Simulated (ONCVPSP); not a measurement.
# Potentials for B (Z = 5) compared

Generated with ld1.x 7.5 (TM, RRKJ, ultrasoft, PAW), atompaw 4.2 or ONCVPSP 4.0.1. The cutoff is in Ry: for ld1.x and atompaw files where the sum of valence levels is converged to 10 mRy in a Bessel basis, for ONCV files where the hardest occupied wave has 1 mHa per electron of residual kinetic energy. The error is the largest all-electron minus pseudo excitation energy over each file’s own four to seven test configurations (ionisations up to +4, promotions, holes and added fractions of an electron), all of which were solved. The labels leave out finer settings (local radius, basis sizes, second energies), which also bear on the numbers. Spin-polarised tests are not counted. The rows are a selection from randomly drawn settings: files with unsolved tests, undetermined cutoffs or missed reference levels are left out.

| potential | cutoff (Ry) | largest error (meV) | bound ghosts |
| --- | --- | --- | --- |
| ONCV, revPBE, scalar-relativistic, rc 1.35/4.00 (sp), local s, core correction no, reference 2s2 2p1, qcut 5.2/2.9, projectors 0/1 | 22 | +724 | none |
| ONCV, PBE, scalar-relativistic, rc 1.25/1.95/1.70 (spd), local smoothed, core correction no, reference 2s2 2p1, qcut 5.8/4.6/5.5, projectors 2/1/2 | 25 | +143 | none |
| ONCV, PBE, scalar-relativistic, rc 1.05/2.20 (sp), local smoothed, core correction yes, reference 2s2 2p0.5, qcut 5.2/7, projectors 2/1 | 25 | +53 | none |
| ONCV, LDA (Perdew-Wang 92), scalar-relativistic, rc 1.55/2.15/1.65 (spd), local smoothed, core correction yes, reference 2s2 2p1, qcut 5.4/7.4/4.9, projectors 2/3/2 | 27 | +77 | none |
| ONCV, BLYP, scalar-relativistic, rc 1.40/2.95/2.55 (spd), local smoothed, core correction no, reference 2s2 2p0.75, qcut 5.4/4.7/3.4, projectors 2/2/1 | 23 | +253 | none |

(1) Fill in the row for B: ONCV, PBE, non-relativistic, rc 1.05/2.80 (sp), local smoothed, core correction no, reference 2s1.5 2p1.5, qcut 5.6/6.2, projectors 1/2.

(2) Fill in the row for B: ONCV, LDA (Perdew-Wang 92), scalar-relativistic, rc 1.50/3.30 (sp), local smoothed, core correction yes, reference 2s2 2p1, qcut 4.3/4.6, projectors 3/1.

## Answers

(1) cutoff 24 Ry, largest error +216 meV, bound ghosts: none.

(2) cutoff 22 Ry, largest error +343 meV, bound ghosts: none.
